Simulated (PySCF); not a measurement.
**How methods differ on the ionisation energy of Ti¹⁴⁺**

Ti¹⁴⁺ [He] 2s2 2p4 (3P) → Ti¹⁵⁺ [He] 2s2 2p3 (4S), as a difference of total energies. Computed with PySCF 2.14 in an uncontracted even-tempered set (18 s from 1.8 bohr⁻², ratio 2.2; 11 p from 2.4 bohr⁻², ratio 2.2; 6 d from 14 bohr⁻², ratio 2.4; 5 f from 22 bohr⁻², ratio 2.4; 5 g from 32 bohr⁻², ratio 2.4), with no relativity, point nucleus. Correlated levels: nothing frozen; virtual orbitals above 40 to 60 times the deepest correlated orbital energy dropped. The calculations carry no spin-orbit coupling.

```csv
method,ionisation energy (eV)
UHF,938.47
LDA,938.99
PBE,940.80
PBE0,940.67
r2SCAN,940.97
B3LYP,941.13
MN15,940.84
MP2 (all electrons),939.99
SCS-MP2 (all electrons),940.11
```

Question: How much does correlation contribute at MP2 (all electrons)?

Answer: 939.99 − (938.47) = 1.52 eV, measured against UHF.

A first-order spin-orbit estimate (lowest level to lowest level, LS coupling) adds 1.988 eV.

These non-relativistic numbers lack the scalar-relativistic shift.

For comparison: 944.5 ± 1.6 eV (semi-empirical (NIST evaluation); NIST Atomic Spectra Database, ionization energies).
